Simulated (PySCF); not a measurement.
# Dipole response of Au (gold, neutral)

[Xe] 4f14 5d9 6s2, 2D determinant (an excited configuration). Calculation: PySCF 2.14, in aug-cc-pVTZ-PP with one added diffuse shell each of s, p, d, f, g type with ECP60MDF (7s7p6d4f3g, 113 functions); scalar relativity through the core potential. Coupled (time-dependent) response in atomic units; α is the mean over directions.

```
method  mean α (bohr³)         α xx, yy, zz  C₆ (like pair)  S(−4)
  PBE0           40.46  40.52, 40.52, 40.33           411.6  567.8
```

S(−4) is the Cauchy moment in α(ω) = α(0) + S(−4) ω² + …

Spin-orbit coupling is absent.

α(iu) at PBE0:

```
u (hartree)  α(iu) (bohr³)
          0          40.46
     0.0500          39.10
      0.100          35.68
      0.200          27.32
      0.300          20.74
      0.500          13.20
      0.750          8.752
       1.00          6.396
       1.50          3.953
       2.00          2.714
       3.00          1.509
       5.00         0.6548
```

The components differ because the open shell of this determinant is not spherical; for a pure term their mean is the scalar polarisability.

Energies and moments cover only the electrons outside the core potential. Spin-orbit coupling, absent here, splits the open shell strongly.
